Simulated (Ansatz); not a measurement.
CdI₂. The state is a triplet with charge 0. Geometry PBE0-D4/def2-TZVP, that of the neutral singlet; atoms count from 1.

```xyz
3

Cd    0.0001   -0.0043   -0.0019
I     1.2912   -0.8916    2.0579
I    -1.2912    0.8959   -2.0560
```

In the def2 sets Cd, I take a core potential; there is no spin–orbit coupling. At PBE0-D4/def2-TZVP a singlet of charge 0 lies 3.92 eV below the triplet at the same geometry.

(1) Estimate the Mulliken populations from the PBE0/def2-TZVP orbitals of Ansatz.

(2) Where does the spin sit?

(3) And the Mayer bond orders between bonded heavy atoms (over 0.3)?

Answers

(1) 
```
atom  charge (e)  spin (α − β)  d electrons
 Cd1        0.19          0.68        10.00
  I2       -0.09          0.66            –
  I3       -0.09          0.66            –
```
Mulliken values and Mayer orders depend strongly on the basis.

(2) Summed by element: Cd 0.68, I 1.32, of 2 unpaired in all. Largest on single atoms: Cd1 0.68, I3 0.66, I2 0.66.

(3) Cd1–I2 0.59 (2.59 Å); Cd1–I3 0.59 (2.59 Å). Values over 0.3 also appear between atoms too far apart for a bond (I2–I3 0.49 at 5.18 Å); they arise where an orbital or an unpaired electron spreads over both atoms.
